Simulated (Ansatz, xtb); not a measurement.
**Cl2H6Si3: which of two isomers lies lower**

Structure I: `[SiH3][SiH2][SiH](Cl)Cl`, a singlet. Structure II: `[SiH3][Si@@H](Cl)[SiH2]Cl`, a singlet. Both are isolated molecules in the gas phase, relaxed with B3LYP/def2-SVP, each in the lowest conformer that the search found.

Q: Estimate which is lower in electronic energy at CCSD(T)/def2-SVP + ΔMP2/def2-TZVPP, and by roughly how much.

A: The CCSD(T)/def2-SVP + ΔMP2/def2-TZVPP calculation puts structure I lower, by 12.6 kJ/mol.

Level by level:

| level | geometry | E(II) − E(I) (kJ/mol) | departure from the last row (kJ/mol) | job, with rough time for the two |
| --- | --- | --- | --- | --- |
| GFN2-xTB | GFN2-xTB | −12.6 | −25.2 | optimisation, 0.22 s |
| HF/STO-3G | GFN2-xTB | −2.4 | −14.9 | single point, 0.4 s |
| r2SCAN-D4/def2-SVP | GFN2-xTB | +19.1 | +6.5 | single point, 4.5 s |
| B3LYP/def2-SVP | B3LYP/def2-SVP | +12.2 | −0.4 | optimisation, 47 s |
| HF/def2-SVP | B3LYP/def2-SVP | +9.1 | −3.5 | part of the CCSD(T) run |
| MP2/def2-SVP | B3LYP/def2-SVP | +16.7 | +4.2 | part of the CCSD(T) run |
| CCSD(T)/def2-SVP | B3LYP/def2-SVP | +15.8 | +3.2 | single point |
| CCSD(T)/def2-SVP + ΔMP2/def2-TZVPP | B3LYP/def2-SVP | +12.6 |  | single point, 31 s |

As drawn, both hold the same kinds of bond in the same numbers.

GFN2-xTB, HF/STO-3G put the two in the other order. The largest departure from CCSD(T)/def2-SVP + ΔMP2/def2-TZVPP is that of GFN2-xTB, 25.2 kJ/mol. The last row adds to CCSD(T) the change of the MP2 difference between the two basis sets, here −3.2 kJ/mol.

With thermal terms from frequencies at re-optimised GFN2-xTB minima (ideal gas, soft modes damped towards free rotors, one conformer each, 298.15 K, 1 atm): on the last row, ΔE + ΔZPE = +12.5, ΔH = +12.6, ΔG = +12.2 kJ/mol.

The correlated steps freeze 25 core orbitals. Mirror images aren't counted in ΔG. Programs: Ansatz 0.2.0, xtb 6.7.1; the last row on 2 threads of Arm Neoverse V2 on a shared host.
